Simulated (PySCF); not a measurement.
Working out the electron affinity of Se

Se⁻ [Ar] 3d10 4s2 4p5 (2P) → Se [Ar] 3d10 4s2 4p4 (3P). Calculation: PySCF 2.14, in x2c-TZVPPall with one added diffuse shell each of s, p, d type (7s6p5d1f, 57 functions); the spin-free X2C one-electron Hamiltonian (Gaussian nucleus). Frozen: [Ar] 3d10. Energies in hartree (1 hartree = 27.21139 eV):

| part | Se⁻ (lower) | Se (upper) |
| --- | --- | --- |
| UHF | -2428.101213 | -2428.067065 |
| CCSD correlation | -0.150181 | -0.118776 |
| (T) | -0.005930 | -0.003658 |

Task: What does Hartree-Fock give?

Result: (-2428.067065) − (-2428.101213) = 0.034148 hartree = 0.929 eV.

Task: What do CCSD and CCSD(T) give?

Result: The CCSD correlation energies differ by 0.031405 hartree = 0.855 eV and the triples by 0.002272 hartree = 0.062 eV, so CCSD gives 1.784 eV and CCSD(T) 1.846 eV.

A first-order spin-orbit estimate adds -0.015 eV to CCSD(T) (valence), giving 1.831 eV against 2.021 eV (measured; photodetachment measurements, as compiled on the Wikipedia data page of electron affinities).

What remains against the reference includes basis incompleteness, the frozen core and higher excitations.
